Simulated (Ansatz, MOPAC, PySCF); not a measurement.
Dimer: H2O (SMILES O) (first 3 atoms) with CH6Si (SMILES C[SiH3]); geometry from B3LYP-D3(BJ)/def2-TZVP.
(charge 0, multiplicity 1):
```xyz
11

O      0.1512     0.7103    -0.1305
H     -0.5964     1.2429     0.1619
H     -0.1945    -0.1867    -0.1949
C      1.2790     0.1445     3.1668
Si    -0.5264    -0.3210     3.0186
H      1.4191     0.9261     3.9157
H      1.6444     0.5116     2.2071
H      1.8801    -0.7174     3.4622
H     -1.0618    -0.8257     4.3073
H     -0.7251    -1.3861     2.0020
H     -1.3515     0.8464     2.6147
```

Interaction energies are E(AB) − E(A) − E(B) at the monomers' geometry in the complex; basis-set methods are counterpoise corrected. Rows marked so take none.

Frozen-core correlation. Rows in 3-21G, 6-311+G** carry no dispersion term and start afresh at each structure. The state that PM3 reach isn't checked.

The values were computed with Ansatz (a quantum-chemistry and plane-wave program); MOPAC for PM3 (differences of heats of formation); PySCF for 3-21G rows, 6-311+G** rows, the dispersion terms. 

| level | interaction energy (kJ/mol) |
|---|---|
| PM3 | -2.6 |
| HF/3-21G (no counterpoise) | -26.0 |
| PBE/def2-TZVPPD | -5.8 |
| BLYP/def2-TZVPPD | 0.3 |
| B3LYP/6-311+G** (no counterpoise) | … |
| CAM-B3LYP-D3(BJ)/def2-TZVPPD | -8.9 |
| CAM-B3LYP-D4/def2-TZVPPD | -8.6 |
| CCSD/aug-cc-pV(D+d)Z | -5.6 |
| CCSD(T)/aug-cc-pV(D+d)Z | … |

Problem. Some entries are withheld; supply them.

Solution. 
- B3LYP/6-311+G** (no counterpoise), interaction energy (kJ/mol): -3.4
- CCSD(T)/aug-cc-pV(D+d)Z, interaction energy (kJ/mol): -6.7
